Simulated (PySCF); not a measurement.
BH4N, SMILES NB. Geometry: PBE-D3(BJ)/def2-TZVP.

PySCF with TDA-CAM-B3LYP/def2-TZVPD puts the lowest singlet excitations at 7.24, 7.42, 8.28, 8.39, 8.74, 9.07 eV.

Problem. What are the lowest excitation roots from ADC(2)/aug-cc-pVDZ (PySCF)? (An estimate is asked for; the answer gives what the named calculation found.)

Solution. 7.10, 7.73, 8.11, 8.81, 8.82, 9.38 eV. S1 differs by -0.14 eV (second minus first; roots are paired by order, and the bases may differ).
